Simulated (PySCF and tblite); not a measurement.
Values are calculated unless marked as measured or tabulated.
System: C₈H₇F, numbered as in [F:1][C@:2]12[C@@H:3]3[CH:4]=[CH:5][C@H:6]1[C@H:7]2[CH:8]=[CH:9]3.

Motion: Cope rearrangement (breaking C6–C7, making C4–C9). GFN2-xTB gives an electronic barrier of 6.2 kcal/mol and a reaction energy of -0.9 kcal/mol.

Question: What does PBE0/pcSseg-1 + D3(BJ) give on PBE0-D3(BJ)/def2-SVP geometries?

Answer: A barrier of 3.2 kcal/mol, 3.0 below the tight-binding barrier (from unrounded values), a reaction energy of -3.5 kcal/mol and, with GFN2-xTB thermal terms, ΔG‡(298 K) = 2.3 kcal/mol and k = 1.3×10¹¹ s⁻¹ (1 equivalent path).

Question: And the level of the geometries itself, PBE0-D3(BJ)/def2-SVP?

Answer: 4.2 kcal/mol.

Programs: tblite and PySCF.
